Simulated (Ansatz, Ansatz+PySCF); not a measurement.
```xyz
2

Be    0.0000    0.0000   -0.5298
H     0.0000    0.0000    2.1193
```

Basis set: 6-31G (spherical functions). All electrons are correlated. Correlation on ROHF uses semicanonical orbitals with singles. Charge 0, multiplicity 2.

Computed with Ansatz (development build ahead of 0.2.0); each method stands on the lowest determinant of its kind that the runs found.

(1) Give the atomization energy at this shape (free ground-state atoms in the same class of orbitals less the molecule, no zero-point energy) of doublet BeH by PBE0 (unrestricted), ROHF-CCSD(T), ROHF-MP2, UHF-MP2, UHF, ROHF.

## Answers

(1)

```csv
method,atomization energy
PBE0 (unrestricted),0.20 eV
ROHF-CCSD(T),0.00 eV
ROHF-MP2,-0.04 eV
UHF-MP2,0.02 eV
UHF,0.12 eV
ROHF,-0.06 eV
```

Caution for PBE0 (unrestricted): charge can spread falsely over distant fragments. Caution for ROHF-CCSD(T), ROHF-MP2, UHF-MP2: bonds are stretched, where a single reference can fail. Caution for UHF-MP2, UHF: the unrestricted determinant is spin contaminated. Caution for UHF: a free atom is spin contaminated.

This basis has no polarisation functions and is too small for such energies, which can lie far from measured ones in either direction.
